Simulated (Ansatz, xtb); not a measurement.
# Two conformers of CH10AsBSi

We compare a, `[BH3-][AsH2+][SiH2]C`, a singlet, with b, `[BH3-][AsH2+][SiH2]C`, a singlet. Both are isolated molecules in the gas phase, relaxed with B3LYP-D3(BJ)/def2-SVP.

a (Å):

```yaml
atoms:
  - { symbol: C, position_ang: [-1.0645, 1.4843, 2.2994] }
  - { symbol: As, position_ang: [1.6350, -0.1880, 0.7503] }
  - { symbol: B, position_ang: [2.8113, -1.9218, 0.5711] }
  - { symbol: Si, position_ang: [-0.1582, -0.1644, 2.3148] }
  - { symbol: H, position_ang: [3.2493, -2.0376, 1.7020] }
  - { symbol: H, position_ang: [3.6244, -1.6327, -0.2856] }
  - { symbol: H, position_ang: [1.9770, -2.7509, 0.2538] }
  - { symbol: H, position_ang: [0.9316, 0.3118, -0.4985] }
  - { symbol: H, position_ang: [2.3447, 1.1047, 1.1096] }
  - { symbol: H, position_ang: [0.4630, -0.4477, 3.6378] }
  - { symbol: H, position_ang: [-1.0456, -1.2930, 1.9209] }
  - { symbol: H, position_ang: [-1.8899, 1.4738, 3.0297] }
  - { symbol: H, position_ang: [-1.4893, 1.6894, 1.3045] }
  - { symbol: H, position_ang: [-0.3839, 2.3088, 2.5627] }
```

b (Å):

| atom | x (Å) | y (Å) | z (Å) |
| --- | --- | --- | --- |
| C | -1.7797 | -1.2385 | -1.2615 |
| As | 0.2172 | 1.0272 | 0.3776 |
| B | 1.6369 | 1.0568 | -1.1684 |
| Si | -1.1245 | -0.9354 | 0.4723 |
| H | 2.2036 | 2.1261 | -1.0556 |
| H | 2.3033 | 0.0698 | -0.9086 |
| H | 0.9168 | 0.9412 | -2.1466 |
| H | -0.8283 | 2.1260 | 0.3859 |
| H | 0.6916 | 1.1739 | 1.8100 |
| H | -0.2095 | -2.0172 | 0.9307 |
| H | -2.2131 | -0.7467 | 1.4731 |
| H | -0.9445 | -1.2957 | -1.9766 |
| H | -2.3450 | -2.1831 | -1.3037 |
| H | -2.4476 | -0.4218 | -1.5769 |

**Question.** Which of the two would you expect CCSD(T)/def2-SVP + ΔMP2/def2-TZVPP electronic energies to favour?

**Answer.** Too close to call at this level: CCSD(T)/def2-SVP + ΔMP2/def2-TZVPP gives E(b) − E(a) = −0.027 eV.

How the difference moves with the method:

```
                             level               geometry  E(b) − E(a) (eV)  departure from the last row (eV)  job, with rough time for the two
             B3LYP-D3(BJ)/def2-SVP  B3LYP-D3(BJ)/def2-SVP              −0.029                            −0.001               optimisation, 6 min
                       HF/def2-SVP  B3LYP-D3(BJ)/def2-SVP              −0.015                            +0.012           part of the CCSD(T) run
                      MP2/def2-SVP  B3LYP-D3(BJ)/def2-SVP              −0.030                            −0.003           part of the CCSD(T) run
                  CCSD(T)/def2-SVP  B3LYP-D3(BJ)/def2-SVP              −0.028                             0.000                      single point
CCSD(T)/def2-SVP + ΔMP2/def2-TZVPP  B3LYP-D3(BJ)/def2-SVP              −0.027                                               single point, 1.8 min
```

The largest departure from CCSD(T)/def2-SVP + ΔMP2/def2-TZVPP is that of HF/def2-SVP, 0.012 eV. Levels run at GFN2-xTB geometries aren't shown. The last row adds to CCSD(T) the change of the MP2 difference between the two basis sets, here 0.000 eV.

With harmonic frequencies from B3LYP-D3(BJ)/def2-SVP (ideal gas, rigid rotor, one conformer each, 400 K, 1 atm): on the last row, ΔE + ΔZPE = −0.025 eV. A mode under 50 cm⁻¹ makes harmonic enthalpies and free energies unreliable, so none is given.

The correlated steps freeze 16 core orbitals; the filled d shell of As is correlated, in a basis made for valence electrons. Run with Ansatz 0.2.0; the last row on 2 threads of Intel(R) Xeon(R) Processor @ 2.50GHz (Skylake/Cascade Lake) on a shared host.
